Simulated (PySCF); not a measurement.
CHCl2, SMILES Cl[CH]Cl (connectivity only; charge and spin as stated), charge +1, multiplicity 1.

Geometry: r2SCAN-D4/def2-TZVP. The spin state was assumed, not searched. The isomer is the one that the SMILES or the coordinates give; other isomers of the formula were not compared.

Method: TDA-PBE/def2-SVPD run with PySCF 2.14.0.

Vertical excitations. Gas-phase values at a fixed geometry. State labels are in the subgroup C2v.

```
state  symmetry  energy (eV)  λ (nm)      f                            main pairs
-----  --------  -----------  ------  -----  ------------------------------------
S1           A2         3.72     334  0.000                       HOMO→LUMO 100 %
S2           B1         3.89     319  0.000                     HOMO−1→LUMO 100 %
S3           B2         6.04     205  0.253                      HOMO−2→LUMO 85 %
S4           A1         8.21     151  0.026  HOMO−3→LUMO 53 %, HOMO−1→LUMO+1 41 %
S5           A1         8.37     148  0.019  HOMO−1→LUMO+1 56 %, HOMO−3→LUMO 36 %
S6           A2         8.38     148  0.000                      HOMO−4→LUMO 92 %
S7           B2         8.48     146  0.108                      HOMO→LUMO+1 90 %
S8           B1         8.68     143  0.001                      HOMO−5→LUMO 99 %
S9           A2         8.69     143  0.000                    HOMO−2→LUMO+1 91 %
S10          A1         9.83     126  0.004                      HOMO→LUMO+2 95 %
T1           A2         3.38     367      0                       HOMO→LUMO 100 %
T2           B1         3.48     357      0                     HOMO−1→LUMO 100 %
T3           B2         3.69     336      0                     HOMO−2→LUMO 100 %
T4           A1         5.40     230      0                     HOMO−3→LUMO 100 %
```
Triplets are in the Tamm–Dancoff approximation.
